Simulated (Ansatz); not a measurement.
Mn(OH) (HMnO), SMILES [OH][Mn] (connectivity only; charge and spin as stated), neutral, multiplicity 7.

Geometry optimised at B3LYP-D3(BJ)/def2-TZVP. A frequency run showed that this geometry is not a minimum. The spin state was assumed, not searched.

Two levels are set side by side: PBE/def2-TZVPD (Ansatz, a program for electronic structure) and PBE0/def2-TZVPD (Ansatz). Energy differences of separate SCF runs at the same geometry; the states with an electron removed or added have multiplicity 6 and 6. Differences are taken from unrounded values.

```tsv
quantity	PBE
vertical ionisation energy (eV)	7.45
vertical electron affinity (eV)	0.72
```

### Question
These are the PBE values. What does PBE0 give? (Estimate from the structure and the level; the computed values follow.)

### Answer

| quantity | PBE0 | PBE minus PBE0 |
|---|---|---|
| vertical ionisation energy (eV) | 7.56 | -0.11 |
| vertical electron affinity (eV) | 0.59 | 0.13 |
